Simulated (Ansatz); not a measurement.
`C#CB(C)F` + H₂Se → `CB(F)[SeH]` + acetylene  (ligand exchange at a B–C bond)

Calculated with Ansatz (gas phase, PBE0-D4/def2-TZVP geometries, no zero-point term in ΔE). CCSD(T)/CBS adds triple-zeta CCSD(T) − MP2 to the extrapolated MP2 energy (def2 sets, frozen cores). This one scheme is used for every species. DFT in def2-TZVPP. HSE06 is defined as in plane-wave codes. For Se outer-core shells are correlated without core-valence functions, which leaves a few kJ/mol of doubt a bond. Scalar relativity is left out up to krypton. One conformer a species, not always the lowest.

| level | ΔE (kJ/mol) |
| --- | --- |
| r2SCANh-D4 | -18.6 |
| r2SCAN0-D4 | -19.0 |
| CAM-B3LYP-D4 | -14.1 |
| HSE06 | -17.8 |
| BHLYP | -12.2 |
| LC-ωPBE | -19.5 |
| CCSD/def2-SVP | -12.7 |
| MP2/CBS(def2) | -25.3 |

Problem. What does CCSD(T)/CBS give? (Best estimate.)

Solution. The calculation gave: -22.3 kJ/mol. The listed levels differ from it by 3.7, 3.3, 8.2, 4.5, 10.1, 2.8, 9.6, -3.0 kJ/mol.

Largest T1 diagnostic among the species: 0.013.

At CCSD(T), def2-SVP lies +8.9 kJ/mol from the extrapolated value and def2-TZVPP +1.8 kJ/mol. Leaving LDA and LC-ωPBE aside and taking each functional with its dispersion term where it has one, the values, not all of them listed here, spread over 9.0 kJ/mol, from PBE-QIDH to B97M-V.
